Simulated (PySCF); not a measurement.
## Correlation energy of Ar²⁺ (argon, charge +2)

[Ne] 3s1 3p5, high-spin 3P determinant (an excited configuration). Calculation: PySCF 2.14, in aug-cc-pV(T+d)Z (6s5p4d2f, 55 functions); the non-relativistic Hamiltonian (point nucleus). Frozen: [Ne]; 6 electrons correlated.

| level | correlation energy (mhartree) |
| --- | --- |
| CCSD | -258.43 |
| (T) | -18.20 |
| CCSD(T) | -276.63 |

Diagnostics: T1 = 0.013, D1 = 0.0254, largest double amplitude 0.187.

A double-excitation amplitude exceeds 0.15, a sign of near-degeneracy.

Cost of the coupled-cluster step: roughly 2.3 core-seconds, for 6 correlated electrons.

Iterations:

```
CC2 = 0
CCSD nocc = (np.int64(4), np.int64(2)), nmo = (50, 50)
frozen orbitals [[0, 1, 2, 3, 4], [0, 1, 2, 3, 4]]
max_cycle = 100
direct = 0
conv_tol = 1e-08
conv_tol_normt = 1e-06
diis_space = 8
diis_start_cycle = 0
Init t2, MP2 energy = -0.187675079046533
Init E_corr(UCCSD) = -0.187675079047796
cycle = 1  E_corr(UCCSD) = -0.222964404858565  dE = -0.0352893258  norm(t1,t2) = 0.113345
cycle = 2  E_corr(UCCSD) = -0.238099757847283  dE = -0.015135353  norm(t1,t2) = 0.0689187
cycle = 3  E_corr(UCCSD) = -0.259409159051221  dE = -0.0213094012  norm(t1,t2) = 0.0429009
cycle = 4  E_corr(UCCSD) = -0.257035208141042  dE = 0.00237395091  norm(t1,t2) = 0.00548176
cycle = 5  E_corr(UCCSD) = -0.259159696109441  dE = -0.00212448797  norm(t1,t2) = 0.00351362
cycle = 6  E_corr(UCCSD) = -0.258564237325403  dE = 0.000595458784  norm(t1,t2) = 0.00204315
cycle = 7  E_corr(UCCSD) = -0.258368893182755  dE = 0.000195344143  norm(t1,t2) = 0.000685516
cycle = 8  E_corr(UCCSD) = -0.25843053818308  dE = -6.16450003e-05  norm(t1,t2) = 0.000222613
cycle = 9  E_corr(UCCSD) = -0.258418322110506  dE = 1.22160726e-05  norm(t1,t2) = 7.96022e-05
cycle = 10  E_corr(UCCSD) = -0.258426490018261  dE = -8.16790775e-06  norm(t1,t2) = 2.44886e-05
cycle = 11  E_corr(UCCSD) = -0.258425600802932  dE = 8.89215329e-07  norm(t1,t2) = 5.25122e-06
cycle = 12  E_corr(UCCSD) = -0.258425503491519  dE = 9.73114132e-08  norm(t1,t2) = 1.92467e-06
cycle = 13  E_corr(UCCSD) = -0.258425492168761  dE = 1.13227583e-08  norm(t1,t2) = 4.25123e-07
cycle = 14  E_corr(UCCSD) = -0.258425493885502  dE = -1.71674147e-09  norm(t1,t2) = 8.98893e-08
UCCSD converged
E(UCCSD) = -524.9406966531945  E_corr = -0.2584254938855022
UCCSD(T) correction = -0.0181954309193012
```
